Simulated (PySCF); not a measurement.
VOF, SMILES [F][V]=[O] (connectivity only; charge and spin as stated), neutral, multiplicity 3. Atoms are numbered in the order given.

```xyz
3

V      0.2163     0.0978     0.0000
O     -0.3365     1.5942     0.0000
F     -0.2536    -1.6671     0.0000
```
Charge 0, spin multiplicity 3.

Geometry optimised at B3LYP-D3(BJ)/def2-TZVP. The spin state was assumed, not searched.

All values below come from ωB97X/def2-TZVPD (PySCF).

```
Quantity                                                                                                         Value
---------------------------------------------------------------------------------------------  -----------------------
total energy                                                                                       -1119.15607 hartree
point group                                                                                                         Cs
α spin, highest occupied and lowest empty level                                                     -9.41 and -1.04 eV
β spin, highest occupied and lowest empty level                                                    -11.72 and -0.65 eV
dipole moment                                                                                                   3.30 D
quadrupole, principal values (traceless, Buckingham form, about the centre of nuclear charge)   -14.90, 7.01, 7.89 D·Å
mean static polarisability                                                                        30.4 bohr³ (4.51 Å³)
polarisability, principal values                                                                24.4, 27.2, 39.7 bohr³
⟨S²⟩                                                                                           2.026 (pure state 2.00)
```
